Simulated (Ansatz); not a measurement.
# Worked example: the step energy

An elementary step of Si$_{3}$H$_{7}$F, closed shell (Si₃H₇F ([F][SiH]([SiH3])[SiH3]) → Si₂H₄ ([SiH][SiH3]) + SiH₃F ([F][SiH3]); Si–Si, Si–F broken or loosened, Si–F formed or tightened). “Start” and “end” are the PBE0-D4/def2-TZVP structures reached by relaxing down either side of its saddle point, with the molecules still in contact.

Program: Ansatz 0.2.0. Basis: def2-TZVPP and def2-QZVPP. Cores are frozen in the correlated methods.

Energies in eV:

| quantity | end | start |
| --- | --- | --- |
| Hartree–Fock, triple zeta (X = 3) | -26404.99984 | -26407.03248 |
| Hartree–Fock, quadruple zeta (X = 4) | -26405.87128 | -26407.90391 |
| MP2 correlation, X = 3 | -17.03219 | -17.04862 |
| MP2 correlation, X = 4 | -18.44611 | -18.48537 |
| CCSD(T) correlation, X = 3 | -19.41002 | -19.35464 |

Task: Work out the step energy at the basis limit: extrapolate Hartree–Fock as E(X) = E∞ + A exp(−7.88 √X) and the MP2 correlation as E(X) = E∞ + B X^−2.97 (the exponents that Neese and Valeev fitted for def2-TZVPP and QZVPP), then add CCSD(T) − MP2 in triple zeta.

Result: Each step is linear, so take the differences first (end − start): Hartree–Fock 2.03264 (X = 3) and 2.03263 (X = 4); MP2 correlation 0.01643 and 0.03926; CCSD(T) correlation -0.05538.
Two points give E∞ = E(4) + w [E(4) − E(3)], with w = 1/(exp(7.88 (2 − √3)) − 1) = 0.1377 for Hartree–Fock and w = 1/((4/3)^2.97 − 1) = 0.7407 for the correlation.
Hartree–Fock: 2.03263 + 0.1377 × (-0.00001) = 2.0326 eV.
MP2 correlation: 0.03926 + 0.7407 × 0.02283 = 0.0562 eV.
CCSD(T) − MP2: -0.05538 − 0.01643 = -0.0718 eV.
Sum: 2.0326 + 0.0562 + (-0.0718) = 2.0170 eV, or 46.51 kcal/mol. Plain CCSD(T) in triple zeta gives 1.9773 eV, so the larger basis shifts the result by 0.0397 eV.

The T1 diagnostic stays at or below 0.015.

Losses and insertions of silylenes and their heavier kin drive the gas-phase chemistry of silicon and germanium vapour deposition.

Labels in which every atom is bracketed show which atoms are joined, not bond orders.

For scale, one of the runs: CCSD(T)/def2-TZVPP, 255 basis functions, launched by `ansatz run in.yaml --threads 4 --pin off --events-out ev --progress --plain --max-ram 9574MiB`. Time: 2.1 min of wall clock on 4 CPU threads of an Intel Xeon; the host was shared. Peak host memory: 5.1 GiB.
